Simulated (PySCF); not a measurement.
These are PBE-D3(BJ)/def2-TZVP // PBE0-D3(BJ)/def2-TZVP (PySCF 2.14.0) values and carry that method's errors. Isolated molecules, 0 K electronic values unless said otherwise. One relaxed conformer stands for a flexible species; it need not be the lowest. Delta-SCF ions had no search for a lower state. Excitations are Tamm–Dancoff values on a coarser integration grid. The basis has no diffuse functions, so Rydberg states are missing or too high.

Reference species (SMILES): `SC1C=C1` (H–S–C–C torsion 152°) (neutral, multiplicity 1).

| Quantity | Value |
|---|---|
| S1 excitation (TDA) | 4.02 eV |
| vertical ionisation energy (Delta-SCF) | 8.83 eV |
| S1 oscillator strength | 0.005 |

Changed species: `C#CSC`.

Problem. Predict the effect on the S1 excitation (TDA), vertical ionisation energy (Delta-SCF) and S1 oscillator strength.

Solution. the S1 excitation (TDA) goes up by 0.30 eV, to 4.32 eV; the vertical ionisation energy (Delta-SCF) drops by 0.29 eV, to 8.54 eV; the S1 oscillator strength hardly moves.
